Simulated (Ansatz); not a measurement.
Relaxation of CH5FGe (8 atoms, charge 0, multiplicity 1), to a largest force component of 0.02 eV/Å in at most 40 steps.

Method: RHF/def2-SVP in Ansatz.

```xyz
8
Properties=species:S:1:pos:R:3
Ge 0.000 0.000 0.000
H 0.000 0.000 1.550
C 1.848 0.000 -0.653
H 2.196 -1.046 -0.781
H 1.897 0.528 -1.628
H 2.500 0.519 0.081
F -0.791 1.371 -0.559
H -0.730 -1.265 -0.516
```

Where does it end, and by what steps?

The forces met the threshold. After 7 steps the energy has fallen by 0.134 eV; H6 moved furthest, 0.36 Å.

| step | energy less start (eV) | largest force component (eV/Å) | accepted |
| --- | --- | --- | --- |
| 0 | 0.0000 | 2.216 | yes |
| 1 | -0.0961 | 0.821 | yes |
| 2 | -0.1204 | 0.040 | yes |
| 3 | -0.1229 | 0.073 | yes |
| 4 | -0.1238 | 0.339 | yes |
| 5 | -0.1329 | 0.038 | yes |
| 6 | -0.1334 | 0.063 | yes |
| 7 | -0.1340 | 0.005 | yes |

```xyz
8
Properties=species:S:1:pos:R:3
Ge 0.028 -0.063 0.015
H -0.048 -0.207 1.537
C 1.851 -0.005 -0.656
H 2.351 -0.961 -0.485
H 1.852 0.200 -1.727
H 2.417 0.778 -0.151
F -0.693 1.472 -0.350
H -0.838 -1.108 -0.689
```

Whether the end is a true minimum wasn't checked by a vibrational analysis.

Time of the run: 15 s on 1 thread of Arm Neoverse V1, with other jobs on the host, peak memory 0.16 GiB.
